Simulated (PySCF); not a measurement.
Correlation energy of S³⁺ (sulfur, charge +3)

[Ne] 3s2 3p1, 2P determinant. Calculation: PySCF 2.14, in cc-pVDZ-DK; scalar relativity by spin-free X2C-1e. Frozen: [Ne]; 3 electrons correlated.

MP2 pair energies summed by pair of shells (mhartree):

| pair | energy | share (%) |
| --- | --- | --- |
| 3s-3s | -23.96 | 58.3 |
| 3s-3p | -17.13 | 41.7 |

Total MP2 correlation energy: -41.09 mhartree.

Same-spin part -2.38 and opposite-spin part -38.71 mhartree; SCS-MP2 scales them by 1/3 and 6/5 to -47.25 mhartree.

```json
{"level": "CCSD", "correlation energy (mhartree)": "-61.61"}
{"level": "(T)", "correlation energy (mhartree)": "-0.55"}
{"level": "CCSD(T)", "correlation energy (mhartree)": "-62.16"}
```

Diagnostics: T1 = 0.0083, D1 = 0.0199, largest double amplitude 0.109.

Cost of the coupled-cluster step: 0.08 s of wall time on 1 thread of Neoverse-V1 (shared host), for 3 correlated electrons.

Iterations:

```
CC2 = 0
CCSD nocc = (np.int64(2), np.int64(1)), nmo = (13, 13)
frozen orbitals [[0, 1, 2, 3, 4], [0, 1, 2, 3, 4]]
max_cycle = 100
direct = 0
conv_tol = 1e-08
conv_tol_normt = 1e-06
diis_space = 8
diis_start_cycle = 0
Init t2, MP2 energy = -0.0410899135644754
Init E_corr(UCCSD) = -0.0410899135654593
cycle = 1  E_corr(UCCSD) = -0.0542003420237753  dE = -0.0131104285  norm(t1,t2) = 0.0490559
cycle = 2  E_corr(UCCSD) = -0.0587126856735605  dE = -0.00451234365  norm(t1,t2) = 0.0196429
cycle = 3  E_corr(UCCSD) = -0.0616161844005166  dE = -0.00290349873  norm(t1,t2) = 0.00845514
cycle = 4  E_corr(UCCSD) = -0.0615947142890103  dE = 2.14701115e-05  norm(t1,t2) = 0.000865461
cycle = 5  E_corr(UCCSD) = -0.0616088691191709  dE = -1.41548302e-05  norm(t1,t2) = 8.16702e-05
cycle = 6  E_corr(UCCSD) = -0.0616044296034371  dE = 4.43951573e-06  norm(t1,t2) = 1.36953e-05
cycle = 7  E_corr(UCCSD) = -0.0616061832028859  dE = -1.75359945e-06  norm(t1,t2) = 3.90892e-06
cycle = 8  E_corr(UCCSD) = -0.0616058300646372  dE = 3.53138249e-07  norm(t1,t2) = 9.02478e-07
cycle = 9  E_corr(UCCSD) = -0.0616058333624818  dE = -3.29784462e-09  norm(t1,t2) = 4.02874e-08
UCCSD converged
E(UCCSD) = -396.2111804207946  E_corr = -0.06160583336248183
UCCSD(T) correction = -0.000546249100563734
```
